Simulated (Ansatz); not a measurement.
`[OH][Al]([F])[SeH]` → Al• + F• + 2 H• + O• + Se•  (atomization)

Isolated molecules relaxed with PBE0-D4/def2-TZVP in Ansatz; ΔE leaves out vibrations. CCSD(T)/CBS is the MP2 limit (def2-TZVPP, def2-QZVPP) plus CCSD(T) − MP2 in def2-TZVPP, frozen cores. This one scheme is used for every species, atoms too. Functionals use def2-TZVPP. HSE06 is defined as in plane-wave codes. Open shells (•) are unrestricted, without spin–orbit coupling. Spin–orbit coupling would lower the free atoms: a little for Al, F, O; clearly for Se. For Se outer-core shells are correlated without core-valence functions, so the limit isn't a true one: a few kJ/mol of doubt a bond, and 10 to 20 or more in all where bonds break to atoms. Scalar relativity is left out up to krypton. Each species was taken in one conformer, which may not be the lowest.

CCSD(T)/CBS gives +22.59 eV.

Another level gave +21.91 eV. Which?
A. PBE0-D4/def2-TZVPP
B. r2SCAN/def2-TZVPP
C. BLYP-D4/def2-TZVPP
D. HSE06/def2-TZVPP

A. PBE0-D4 21.91, BLYP-D4 22.16, HSE06 21.82, r2SCAN 22.41 eV.

Largest T1 diagnostic among the species: 0.018.

Leaving LDA and LC-ωPBE aside and taking each functional with its dispersion term where it has one, the values, not all of them listed here, spread over 1.28 eV, from BHLYP-D4 to PBE-D4. LDA lies +3.19 eV from PBE without D4, its usual overbinding. At CCSD(T), def2-SVP lies −1.99 eV from the extrapolated value and def2-TZVPP −0.80 eV: correlation converges slowly with the basis, and small sets miss more of it in the bonded molecule than in its fragments. The D4 term adds +0.20 eV with B3LYP and +0.10 eV with PBE0; it sums over pairs of atoms, weighted by their polarisabilities, and B3LYP, whose exchange is more repulsive, gets the larger term.

B3LYP here is the variant with VWN-RPA as its local correlation; programs differ in this.

For atomizations the MP2-based limit and the directly extrapolated one differ by several kJ/mol either way, and by 10 to 25 for some Ge, Se and Sn compounds, so smaller differences from it don't rank the levels.
